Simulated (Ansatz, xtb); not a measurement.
**Ligand exchange: SiH(CH3)F2 + C2H2F2O → SiH2(CH3)F + C2HF3O**

Species: SiH(CH3)F2, singlet; C2H2F2O `FC1OC1F`, singlet; SiH2(CH3)F, singlet; C2HF3O `FC1OC1(F)F`, singlet. The partners trade F for H: Si–F and C–H bonds give way to Si–H and C–F.

Shapes, held fixed at every level: PBE0-D4/def2-TZVP. Programs: Ansatz 0.2.0, xtb 6.7.1. Electronic energies: no zero-point or thermal term.

(1) Estimate ΔE of this reaction.

Results:

(1) The highest level, CCSD(T)/CBS estimate, gives ΔE = +213.4 kJ/mol; the levels span +25.4 to +214.6. GFN0-xTB strays far from the other rows. The column of differences is taken from that level and isn't an error. No measured value is set beside it here. The CBS estimate extrapolates MP2 from def2-TZVPP and def2-QZVPP and adds CCSD(T) − MP2 in the triple-zeta set, cores frozen.

| level | kind | ΔE (kJ/mol) | less CCSD(T)/CBS estimate |
| --- | --- | --- | --- |
| GFN0-xTB | semi-empirical | +25.4 | -188.0 |
| HF/def2-TZVPP | Hartree–Fock | +207.0 | -6.4 |
| PBE-D4/def2-TZVPP | GGA | +192.2 | -21.2 |
| wB97M-V/def2-TZVPP | range-separated hybrid | +202.5 | -10.9 |
| wB97X-V/def2-TZVPP | range-separated hybrid | +198.8 | -14.6 |
| B2PLYP/def2-TZVPP | double hybrid | +209.1 | -4.3 |
| MP2/def2-TZVPP | perturbation theory | +214.6 | +1.2 |
| CCSD/def2-TZVPP | coupled cluster or CI | +208.1 | -5.3 |
| CCSD(T)/CBS estimate | coupled cluster or CI | +213.4 | 0.0 |
